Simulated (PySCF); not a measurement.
**Exercise with solution: oscillator strength and radiative lifetime**

C₃H₉GeN, SMILES [NH]([GeH2][CH]=C)C.

Coordinates come from a PBE0-D3(BJ)/def2-SVP optimisation. This is a generated structure with no PubChem entry under its InChIKey; it may be hypothetical. Other conformers were not sampled.

TDA-PBE/def2-SVPD (PySCF) puts the first singlet state with f over 0.02 at 5.71 eV (vertical), with the transition dipole (0.122, -0.373, -0.136) in atomic units.

Question: Find the oscillator strength, the wavelength and the radiative lifetime that this transition would have in vacuum if emission retraced absorption.

Answer: 
|μ|² = 0.1725 au, so |μ| = 1.06 D. ΔE = 5.71/27.211 = 0.2098 hartree. f = (2/3) ΔE |μ|² = 0.024 (the program prints 0.024).
λ = 1239.84/5.71 = 217 nm; ν = 46054 cm⁻¹.
Einstein's coefficient A = 0.6670 ν² f s⁻¹ (ν in cm⁻¹) = 3.4e7 s⁻¹, so τ = 1/A = 29 ns. This state is S4; the lower singlets have f = 0.004, 0.003, 0.007. The figure is the radiative limit of this one transition; relaxation, internal conversion, crossing to triplets and a medium change what is measured.
